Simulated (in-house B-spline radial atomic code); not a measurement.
Values are calculated unless marked as measured or tabulated.
**C6 from the polarisability at imaginary frequency: Li+**

BHandHLYP linear response of the closed shell 1s2, from a B-spline radial code for spherical atoms; non-relativistic, point nucleus, no spin-orbit coupling.

The dispersion coefficient of two like species is C6 = (3/π) ∫ α(iu)² du from 0 to ∞.

| u (hartree) | α(iu) (bohr³) |
| --- | --- |
| 0 | 0.1973 |
| 0.0849 | 0.1971 |
| 0.198 | 0.1962 |
| 0.339 | 0.194 |
| 0.566 | 0.1884 |
| 0.849 | 0.1785 |
| 1.27 | 0.1603 |
| 1.98 | 0.1279 |
| 2.83 | 0.09571 |
| 4.24 | 0.06083 |
| 7.07 | 0.02915 |
| 14.1 | 0.008913 |

Problem. Fit one oscillator, α(iu) = α(0)/(1 + u²/ω²), through u = 1.98 and estimate C6.

Solution. From α(0)/α(iu) − 1 = 0.1973/0.1279 − 1 = 0.5426, ω = u/√0.5426 = 2.6879 hartree (73.1 eV). London's formula gives C6 = (3/4) α(0)² ω = 0.75 × 0.1973² × 2.6879 = 0.07848 hartree·bohr⁶, and the oscillator holds f = α(0) ω² = 1.43 electrons, of a sum of oscillator strengths of 2.0.

Problem. How does that compare with the full integral?

Solution. The program's quadrature over all excitations gives C6 = 0.08074, so the single oscillator is off by -2.8 %. At the last point the fit gives α = 0.00692 against 0.00891: higher excitations, and deeper shells where there are any, keep the true curve higher at large u.
